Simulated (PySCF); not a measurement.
SMILES C[CH](C)[Cd][SH] (C3H8CdS) at its PBE0/def2-SVP optimised geometry (Å):

```
13

Cd     0.6860    -0.6385     0.0000
C     -1.4572    -0.6343    -0.0145
C     -2.0187    -1.1734    -1.3265
C     -2.0303     0.7360     0.3327
H     -1.7245    -1.3381     0.7936
H     -3.1238    -1.2214    -1.2895
H     -1.7607    -0.5308    -2.1846
H     -1.6582    -2.1885    -1.5567
H     -1.6789     1.1077     1.3082
H     -3.1355     0.6984     0.3779
H     -1.7724     1.4981    -0.4213
S      3.0547    -0.6385     0.0000
H      3.1355    -1.4981     1.0407
```

Calculation: PySCF with PBE0/def2-TZVP, def2 effective core potentials past Kr. The core electrons that the potentials of Cd replace are not part of the density.

Map of the Laplacian of the electron density (e/bohr⁵), clipped to [-1.50, 1.50] on the plane z = 1.2 Å:

```
|@@@@@@@@@@@@@@@@@@@@@@@@@@@@@|
|@@@@@@@@@@@@@@@@@@@@@@@@@@@@@|
|@@@@@@@@@@@@@@@@@@@@@@@@@@@@@|
|@@@@@@@@@@@@@@@@@@@@@@@@@@@@@|
|@@@@@@@@@@@@@@@@@@@@@@@@@@@@@|
|@@@@@@@@@@@@@@@@@@@@@@@@@@@@@|
|@@@@@@@@@@@@@@@@@@@@@@@@@@@@@|
|@@@@@@@@@@@@@@@@@@@@@@@@@@@@@|
|@@@@@@@@@@@@@@@@@@@@@@@@@@@@@|
|@@@@@@@@@@@@@@@@@@@@@@@@@@@@@|
|@@@@@@@@@@@@@@@@@@@@@@@@@@@@@|
|@@@@@@@@@* @@@@@@@@@@@@@@@@@@|
|@@@@@@@@@%#@@@@@@@@@@@@@@@@@@|
|@@@@@@@@@@@@@@@@@@@@@@@@@@@@@|
|@@@@@@@@@@@@@@@@@@@@@@@@@@@@@|
|@@@@@@@@@@@@@@@@@@@@@@@@@@@@@|
|@@@@@@@@@@@@@@@@@@@@@@@@@@@@@|
|@@@@@@@@@@@@@@@@@@@@@@%@@@@@@|
|@@@@@@@@@@@@@@@@@@@@@@:@@@@@@|
|@@@@@@@@@@@@@@@@@@@@@@@@@@@@@|
|@@@@@@@@@@@@@@@@@@@@@@@@@@@@@|
|@@@@@@@@@@@@@@@@@@@@@@@@@@@@@|
|@@@@@@@@@@@@@@@@@@@@@@@@@@@@@|
|@@@@@@@@@@@@@@@@@@@@@@@@@@@@@|
|@@@@@@@@@@@@@@@@@@@@@@@@@@@@@|
|@@@@@@@@@@@@@@@@@@@@@@@@@@@@@|
|@@@@@@@@@@@@@@@@@@@@@@@@@@@@@|
|@@@@@@@@@@@@@@@@@@@@@@@@@@@@@|
|@@@@@@@@@@@@@@@@@@@@@@@@@@@@@|
```
Scale: ten equal steps from -1.50 (start of ' ') to 0.144 (end of '@'), in the order ' .:-=+*#%@'; x runs from -5.50 to 5.50, y from -5.50 (bottom) to 5.50 (top).
